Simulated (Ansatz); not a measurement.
Consider the isomerisation: `CC(=O)OBCl` → `C=COB(O)Cl`.

Gas-phase electronic energies from Ansatz, PBE0-D4/def2-TZVP geometries. CCSD(T)/CBS adds triple-zeta CCSD(T) − MP2 to the extrapolated MP2 energy (def2 sets, frozen cores). Functionals use def2-TZVPP. B3LYP here is the variant with VWN-RPA as its local correlation; programs differ in this. One conformer a species, not always the lowest.

`CC(=O)OBCl`:

Cartesian coordinates in Å:
```
C 0.088 1.282 -1.069
C -0.462 0.419 0.015
O -1.555 0.472 0.483
O 0.496 -0.467 0.463
B 0.170 -1.617 1.114
Cl 1.489 -2.534 1.794
H 0.425 0.660 -1.900
H 0.963 1.818 -0.695
H -0.671 1.985 -1.403
H -0.942 -2.019 1.199
```

`C=COB(O)Cl`:

Z-matrix (Å, degrees):
```
C
C 1 1.321
H 1 1.081 2 119.6
H 1 1.083 2 121.4 3 -179.9
O 2 1.367 1 121.1 3 180.0
H 2 1.085 1 123.6 3 -0.0
B 5 1.353 2 122.4 1 179.7
O 7 1.353 5 121.6 2 -0.1
Cl 7 1.768 5 117.2 2 179.9
H 8 0.959 7 113.4 5 180.0
```

Q: Is it downhill or uphill in electronic energy at CCSD(T)/CBS, and by how much? (Estimate.)

A: The calculation gave: Downhill: ΔE = -20.0 kcal/mol.

Q: What do these levels give: PBE0-D4, B3LYP-D4, PBE0, CCSD/def2-TZVPP, HF/def2-QZVPP, MP2/def2-QZVPP? (Estimate.)

A: The calculation gave: PBE0-D4 -17.6, B3LYP-D4 -18.5, PBE0 -17.5, CCSD/def2-TZVPP -19.0, HF/def2-QZVPP -17.0, MP2/def2-QZVPP -19.5 kcal/mol.

Largest T1 diagnostic among the species: 0.014.

From PBE to PBE0 (25 % exact exchange), in def2-TZVPP and without D4, ΔE moves by −1.1 kcal/mol. In def2-TZVPP, CCSD(T) changes the Hartree–Fock value by −1.7 kcal/mol (the triples alone add +0.4 kcal/mol) and MP2 by −1.7 kcal/mol.
